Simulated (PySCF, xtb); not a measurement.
B(OH)(NH2)2 (BH5N2O), SMILES NB(N)O.

Coordinates come from a PBE0-D3(BJ)/def2-SVP optimisation. The values are those of a single conformer.

Computed with IEF-PCM-M06-2X/def2-SVP run with PySCF.

The values are the electrostatic part of the solvation free energy, E(continuum) − E(gas) at the gas-phase geometry, in a cavity of scaled van der Waals radii (PySCF's table); cavitation and dispersion terms are not included. In vacuum the orbital gap is 10.16 eV. The dipole moment in vacuum is 1.93 D.

Computed values in water (ε = 78.36), tetrahydrofuran (ε = 7.43), dichloromethane (ε = 8.93):
```json
[
 {"solvent": "water", "ε": "78.36", "ΔG(elec) (kcal/mol)": "-8.5", "dipole (D)": "2.35", "gap (eV)": "10.50"},
 {"solvent": "tetrahydrofuran", "ε": "7.43", "ΔG(elec) (kcal/mol)": "-6.8", "dipole (D)": "2.26", "gap (eV)": "10.44"},
 {"solvent": "dichloromethane", "ε": "8.93", "ΔG(elec) (kcal/mol)": "-7.1", "dipole (D)": "2.28", "gap (eV)": "10.45"}
]
```

For comparison, GFN2-xTB/ALPB(water) (xtb, at the GFN2-xTB geometry, all terms of that model) gives -8.0 kcal/mol.
